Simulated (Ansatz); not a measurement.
`CC=C=C[SiH3]` → `CCC1=C[SiH2]1`  (isomerisation)

Gas-phase electronic energies from Ansatz, PBE0-D4/def2-TZVP geometries. CCSD(T)/CBS is the MP2 limit (def2-TZVPP, def2-QZVPP) plus CCSD(T) − MP2 in def2-TZVPP, frozen cores. Functionals use def2-TZVPP. B3LYP here is the variant with VWN-RPA as its local correlation; programs differ in this. Each species was taken in one conformer, which may not be the lowest.

| level | ΔE (kJ/mol) |
| --- | --- |
| r2SCAN-D4 | 16.2 |
| PBE0-D4 | 8.1 |
| B3LYP-D4 | 31.4 |
| r2SCAN | 16.5 |
| PBE0 | 9.6 |
| B3LYP | 34.5 |
| SCS-MP2/def2-QZVPP | 12.0 |
| HF/CBS(def2) | 35.6 |

What does CCSD(T)/CBS give? (An estimate is asked.)

Computed: +13.0 kJ/mol. The listed levels differ from it by 3.2, -4.9, 18.4, 3.5, -3.4, 21.5, -1.0, 22.6 kJ/mol.

Largest T1 diagnostic among the species: 0.012.

In def2-TZVPP, CCSD(T) changes the Hartree–Fock value by −20.2 kJ/mol (the triples alone add −1.0 kJ/mol) and MP2 by −31.1 kJ/mol. From PBE to PBE0 (25 % exact exchange), in def2-TZVPP and without D4, ΔE moves by −8.2 kJ/mol. The D4 term adds −3.1 kJ/mol with B3LYP and −1.5 kJ/mol with PBE0; it sums over pairs of atoms, weighted by their polarisabilities, and B3LYP, whose exchange is more repulsive, gets the larger term.

CCSD(T)/CBS has its own doubt, a few kJ/mol and more with outer-core shells, so smaller differences from it don't rank the levels.
